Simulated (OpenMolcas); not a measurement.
How basis sets differ on C2H3AlO (SMILES C#[C][AlH][OH])

The species is C2H3AlO (7 atoms), meant as a singlet with charge 0. As SMILES, `C#[C][AlH][OH]`. Geometry: a GFN2-xTB relaxation, a rough one for these elements and not checked as a minimum. This is one conformer, not always the lowest.

Quantity: the HOMO–LUMO gap, in eV. The values are calculated.

| level | kind | program | value (eV) |
| --- | --- | --- | --- |
| HF/STO-3G | Hartree–Fock | OpenMolcas | 16.69 |
| HF/STO-3G (RICD fitting) | Hartree–Fock | OpenMolcas | 16.77 |
| HF/3-21G | Hartree–Fock | OpenMolcas | 12.79 |
| HF/def2-SVP | Hartree–Fock | OpenMolcas | 12.81 |
| HF/6-311+G** | Hartree–Fock | OpenMolcas | 12.00 |

The values span 12.00 to 16.77 eV. A Hartree–Fock LUMO above zero doesn't converge with the basis: it sinks as sets grow more diffuse. Orbital gaps aren't excitation energies.
